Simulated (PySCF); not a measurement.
Bonds (- single, = double, # triple, : aromatic): C1=C2 1.324 Å, C2-C3 1.497 Å, C3-F4 1.378 Å, C2-Si5 1.893 Å, Si5-N6 1.724 Å. C1 carries H7, H8; C3 carries H9, H10; Si5 carries H11, H12; N6 carries H13, H14. H7 is cis to C3; H8 is trans to C3.

Computed data (PySCF 2.14.0 with density-fitted response routines): coordinates at the GFN2-xTB level, PBE0/pcSseg-1 with gauge-including orbitals. Rapidly exchanging positions averaged, no relativistic terms, a single conformation, no solvent model.

Scale: TMS for 13C (σ = 186.93 ppm) and 1H (σ = 31.72 ppm) and 29Si (σ = 349.16 ppm); CFCl3 for 19F (σ = 170.95 ppm); 15N (σ = 267.73 ppm) vs NH3 (reference shieldings calculated alike).

| atoms | nucleus | count | Hirshfeld charge | δ (ppm) |
| --- | --- | --- | --- | --- |
| H13/H14 | 1H | 2 | 0.12 | 0.05 |
| H9/H10 | 1H | 2 | 0.05 | 5.48 |
| H11/H12 | 1H | 2 | -0.09 | 5.17 |
| H7 | 1H | 1 | 0.05 | 6.08 |
| H8 | 1H | 1 | 0.04 | 5.65 |
| F4 | 19F | 1 | -0.11 | ? |
| N6 | 15N | 1 | -0.32 | ? |
| C3 | 13C | 1 | 0.02 | 92.5 |
| C2 | 13C | 1 | -0.09 | 156.2 |
| Si5 | 29Si | 1 | 0.35 | -46.3 |
| C1 | 13C | 1 | -0.09 | ? |

Problem. Fill in the missing shifts.

Solution. 
- C1: 129.3 ppm, terminal =CH2 carbon; an sp2 carbon of a C=C bond
- F4: -248.2 ppm, fluorine on an sp3 carbon
- N6: -0.1 ppm, nitrogen bonded to Si, 2 H

OH and NH positions are those of a molecule without intermolecular hydrogen bonds; in solution they move with solvent, concentration and temperature, and exchange usually removes their couplings. Shifts are as computed. Against solution values, carbons near 30 ppm lie about +3 ppm off and those near 130 ppm about +5 ppm. Of 1309 compounds with measured shifts, 239 miss one by over three times the rms of a fit or turn the order of signals round; such compounds aren't used in these exercises. Unscaled 19F shifts against computed CFCl3 carry errors that often reach 10 to 50 ppm. Experimental scales use liquid or dissolved standards, which lie at an offset from isolated NH3 (liquid NH3: subtract about 20 ppm).
